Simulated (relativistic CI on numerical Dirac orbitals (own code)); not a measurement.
## Fe5+ in a cubic cluster: 1s photoemission with charge transfer

Computed with a charge-transfer multiplet model of a cubic metal-ligand cluster with up to 2 ligand holes, Slater and spin-orbit integrals from Dirac-Coulomb-Breit ions, Slater integrals scaled by 0.7. The parameters are those of a tetrahedral site (10Dq negative, t2 hopping the larger). The ground state mixes d3 with configurations of k ligand holes L, whose averages lie at kΔ + k(k − 1)U_dd/2; a core hole lowers each added d electron by U_cd. 300 K, Lorentzian 1.1 eV and Gaussian 0.6 eV FWHM.

Atomic integrals in eV (Slater integrals scaled, ζ unscaled), ground: F2dd 9.717, F4dd 6.136, zeta_d 0.071; with the core hole: F2dd 10.795, F4dd 6.836, zeta_d 0.100, G2cd 0.066.

Cluster parameters (eV): Δ = -0.8, U_dd = 5.7, U_cd = 7.3, 10Dq = -0.45, 10Dq(ligand) = 0, final-state hopping factor = 1.

```csv
Case,n_d,d3,d4L,d5L2,S
"V(eg) = 0.32 eV, V(t2g) = -0.55 eV",3.97,0.11,0.82,0.07,1.50
"V(eg) = 0.62 eV, V(t2g) = -1.06 eV",3.94,0.19,0.68,0.13,1.50
```

Weights, n_d and S are thermal averages at 300 K. Binding energies count from the first peak over 30 % of the highest in each spectrum, which can be another peak from case to case. The parameters are a model scan and need not match a compound or its usual spin state. Peaks in eV (height, largest 100):
- V(eg) = 0.32 eV, V(t2g) = -0.55 eV: 0.0 (45), 3.8 (100), 5.7 (99), 14.8 (14)
- V(eg) = 0.62 eV, V(t2g) = -1.06 eV: 0.0 (99), 3.1 (100), 6.6 (36), 8.1 (30), 9.9 (17), 15.9 (14)

For the case V(eg) = 0.62 eV, V(t2g) = -1.06 eV, Δ = -0.8 eV is smaller than U_dd = 5.7 eV, the charge-transfer side of the Zaanen-Sawatzky-Allen scheme (negative Δ: between configuration averages a ligand hole costs less than the nominal valence; multiplet and field energies can change this for the lowest states). With the core hole the average of the configuration with one ligand hole lies at Δ − U_cd = -8.1 eV before mixing: it lies below the unscreened one, so the lowest final states are mostly screened and the unscreened weight appears at higher binding energy as a satellite.

With at most 2 ligand holes the space is cut while the next configuration still counts, so covalency is underestimated, and a final configuration with one more ligand hole, which can lie low, is missing from the spectra.
